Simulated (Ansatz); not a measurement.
K4H5⁻, relaxed as a singlet with RKS PBE0-D4/def2-SVPD in Ansatz, starting from the GFN1-xTB geometry. Force threshold 0.02 eV/Å.

Another isomer (singlet) lies 0.75 eV lower at PBE0-D4/def2-TZVPD; other spin states weren't run for this one.

Start:

```
atom   x (Å)   y (Å)   z (Å)
  K1  -0.561  -0.215   0.212
  K2  -0.782  -2.735   2.364
  K3  -3.306   1.003  -1.181
  K4   2.424   1.082  -0.541
  H5  -0.755   1.356   2.069
  H6   3.428  -0.596  -2.530
  H7  -4.264   2.958   0.537
  H8  -0.353  -1.829  -1.608
  H9   4.170  -1.024   0.678
```

Task: Estimate the energy that the relaxation releases and the steps that it takes.

Result: 5.99 eV, in 29 steps; 77 s on 4 threads of Arm Neoverse V2 on a shared host. The force fell under the threshold at step 24, but the optimiser went on and released 0.003 eV more. No frequencies were taken in this run, so the end may be a saddle point.

Task: Does the start keep its bonding and symmetry?

Result: Bonds formed: K1–H6, K2–H5, K2–H8, K2–H9, K3–H5, K3–H8, K4–H9 (atoms count from 1). Metal–metal contacts that move far: K2–K3 5.74 to 3.87 Å, K2–K4 5.77 to 4.05 Å.

Task: Predict the relaxed structure.

Result: 
```tsv
atom	x (Å)	y (Å)	z (Å)
K1	0.4170	0.7422	-1.6480
K2	0.0836	-1.2445	1.3876
K3	-2.9689	0.8000	0.1861
K4	3.8507	-0.6012	0.0371
H5	-0.2898	1.3205	0.8406
H6	2.9365	0.4814	-1.9717
H7	-5.2871	1.5567	0.3968
H8	-1.2793	-1.1603	-0.8922
H9	2.5373	-1.8948	1.6638
```
Bond lengths (bridged metal pairs left out): 11 × H–K 2.45 to 2.81 Å.
